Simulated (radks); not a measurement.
Q: Valence configurations of Mo (all share [Kr]). Method: Dirac Kohn-Sham, PBE, spin-unpolarised, spherical densities, point nucleus; open shells fill j = l - 1/2 first; computed with a radial shooting solver on a logarithmic mesh with Libxc functionals. Order these by energy: 4d5 5s1; 4d4 5p2; 4d5 5s0.5 5p0.5; 4d5.5 5s0.5; 4d5 5p1; 4d6; 4d4 5s1 5p1; 4d4 5s2; 4d4.5 5s1 5p0.5; 4d3.5 5s2 5p0.5.

A: From the lowest, in eV above it: 4d5 5s1 0.000; 4d4 5s2 0.060; 4d5.5 5s0.5 0.340; 4d6 0.878; 4d4.5 5s1 5p0.5 1.492; 4d5 5s0.5 5p0.5 1.504; 4d3.5 5s2 5p0.5 2.447; 4d5 5p1 3.055; 4d4 5s1 5p1 3.494; 4d4 5p2 7.086. NIST lists [Kr] 4d5 5s1 as the ground configuration; this level of theory agrees among the configurations tried. The energies are those of spherical spin-averaged densities, not of single terms.
